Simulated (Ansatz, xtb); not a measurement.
Two isomers of C5H7BO3

Structure X is `Cc1occc1B(O)O`, a singlet and structure Y is `O=C1C=CC[C@@H]1B(O)O`, a singlet. Both are isolated molecules in the gas phase, relaxed with B3LYP-D3(BJ)/def2-SVP; the shapes shown needn't be the lowest conformers.

X (Å):

```csv
atom,x (Å),y (Å),z (Å)
C,-1.0184,-0.4648,-2.0085
C,-0.8351,-1.0151,-0.6396
C,-1.3862,-2.3604,1.0133
C,-0.3161,-1.6457,1.4517
C,0.0614,-0.7532,0.3763
B,1.2283,0.2640,0.3989
O,-1.7086,-1.9830,-0.2586
O,1.9835,0.3332,1.5414
O,1.4631,1.0481,-0.7053
H,-0.9271,-1.2598,-2.7679
H,-0.2621,0.3042,-2.2039
H,-2.0213,-0.0198,-2.1228
H,-2.0078,-3.1363,1.4518
H,0.1695,-1.7225,2.4218
H,2.7027,0.9749,1.5281
H,2.2035,1.6606,-0.6274
```

Y (Å):

```yaml
atoms:
  - { symbol: C, position_ang: [0.1012, -1.6960, -0.1405] }
  - { symbol: C, position_ang: [-0.0515, -2.4994, 1.0890] }
  - { symbol: C, position_ang: [0.6279, -1.9175, 2.0953] }
  - { symbol: C, position_ang: [1.3414, -0.6588, 1.6779] }
  - { symbol: C, position_ang: [1.0321, -0.5304, 0.1767] }
  - { symbol: B, position_ang: [0.4248, 0.8375, -0.3816] }
  - { symbol: O, position_ang: [-0.4446, -1.8828, -1.2179] }
  - { symbol: O, position_ang: [0.6693, 1.9925, 0.2974] }
  - { symbol: O, position_ang: [-0.3132, 0.8378, -1.5166] }
  - { symbol: H, position_ang: [-0.6603, -3.4028, 1.1348] }
  - { symbol: H, position_ang: [0.6595, -2.2913, 3.1225] }
  - { symbol: H, position_ang: [2.4213, -0.7270, 1.8944] }
  - { symbol: H, position_ang: [0.9767, 0.2072, 2.2575] }
  - { symbol: H, position_ang: [1.9427, -0.6910, -0.4321] }
  - { symbol: H, position_ang: [0.2552, 2.7521, -0.1355] }
  - { symbol: H, position_ang: [-0.4706, -0.0827, -1.8157] }
```

Task: Which of the two would you expect CCSD(T)/def2-SVP + ΔMP2/def2-TZVPP electronic energies to favour?

Result: Structure Y; the calculation gives E(Y) − E(X) = −6.3 kcal/mol.

The same difference at several levels:

```csv
level,geometry,E(Y) − E(X) (kcal/mol),departure from the last row (kcal/mol),"job, with rough time for the two"
GFN2-xTB,GFN2-xTB,+5.3,+11.6,"optimisation, 0.35 s"
HF/STO-3G,GFN2-xTB,+7.2,+13.5,"single point, 0.48 s"
r2SCAN-D4/def2-SVP,GFN2-xTB,−7.1,−0.8,"single point, 5.1 s"
B3LYP-D3(BJ)/def2-SVP,B3LYP-D3(BJ)/def2-SVP,−7.1,−0.8,"optimisation, 2.1 min"
HF/def2-SVP,B3LYP-D3(BJ)/def2-SVP,−9.5,−3.2,part of the CCSD(T) run
MP2/def2-SVP,B3LYP-D3(BJ)/def2-SVP,−6.0,+0.3,part of the CCSD(T) run
CCSD(T)/def2-SVP,B3LYP-D3(BJ)/def2-SVP,−8.2,−1.9,single point
CCSD(T)/def2-SVP + ΔMP2/def2-TZVPP,B3LYP-D3(BJ)/def2-SVP,−6.3,,"single point, 3.2 min"
```

As drawn, Y has 1 C=O, 3 C–C, 1 C=C in place of 2 C∷O, 3 C∷C (∷ is an aromatic bond). Structure X has a 5-membered ring (with an aromatic ring), Y a 5-membered ring.

GFN2-xTB, HF/STO-3G put the two in the other order. The largest departure from CCSD(T)/def2-SVP + ΔMP2/def2-TZVPP is that of HF/STO-3G, 13.5 kcal/mol. The last row adds to CCSD(T) the change of the MP2 difference between the two basis sets, here +1.9 kcal/mol.

With thermal terms from frequencies at re-optimised GFN2-xTB minima (ideal gas, soft modes damped towards free rotors, one conformer each, 298.15 K, 1 atm): on the last row, ΔE + ΔZPE = −6.2, ΔH = −6.6, ΔG = −5.7 kcal/mol.

The correlated steps freeze 9 core orbitals. Mirror images aren't counted in ΔG. Codes used: Ansatz 0.2.0, xtb 6.7.1; the last row on 4 threads of Arm Neoverse V1 on a shared host.
